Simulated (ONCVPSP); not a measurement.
## Building the ONCV potential for silver (PBE, scalar-relativistic).

```
Element                 : Ag (Z = 47)
Generator               : ONCVPSP 4.0.1
Type                    : optimised norm-conserving Vanderbilt (ONCV)
Functional              : PBE
Relativity              : scalar-relativistic
Frozen core             : [Kr]
Valence charge          : 11
Reference configuration : 4d10 5s1
Partial waves           : 5s: rc 2.00 bohr, ncon 4, nbas 6, qcut 3.7 1/bohr, 3 projectors, debl 3.1 Ha; p scattering state at 0.23 Ha: rc 1.95 bohr, ncon 4, nbas 8, qcut 4.2 1/bohr, 3 projectors, debl 3 Ha; 4d: rc 1.45 bohr, ncon 3, nbas 7, qcut 9.8 1/bohr, 2 projectors, debl 2.8 Ha
Local potential         : polynomial inside 1.45 bohr (lpopt 5, dvloc0 4 Ha)
Core correction         : polynomial model core, fcfact 0.45
```

All-electron outer shells of the reference configuration (PBE, scalar-relativistic, ld1.x):

```tsv
shell	level (eV)	outermost node (bohr)	outermost maximum (bohr)
4p	-58.57	0.44	0.87
4d	-7.44	0.43	1.04
5s	-4.40	1.11	2.49
```

Question: Does the generator finish with these settings?

Answer: Yes, a potential is produced and its reference levels are reproduced.

Question: Estimate the cutoffs (Ha) at which the residual kinetic energy of the hardest occupied pseudo-wave falls to 1 and 0.1 mHa per electron.

Answer: 32 Ha and 38 Ha.

Question: What does a ghost test show?

Answer: Ghosts flagged at negative energy: s at -108.1 eV, p at -66.3 eV; no localised positive-energy state flagged. A true bound ghost makes a file unfit for plane-wave use.

Question: Which valence shell sets the plane-wave cutoff?

Answer: 4d: 32 Ha for 1 mHa per electron, against 6 Ha for 5s.

Its largest configuration-test error is -82 meV (4d9 5s2). 1 of 4 tests not solved or not reliable.
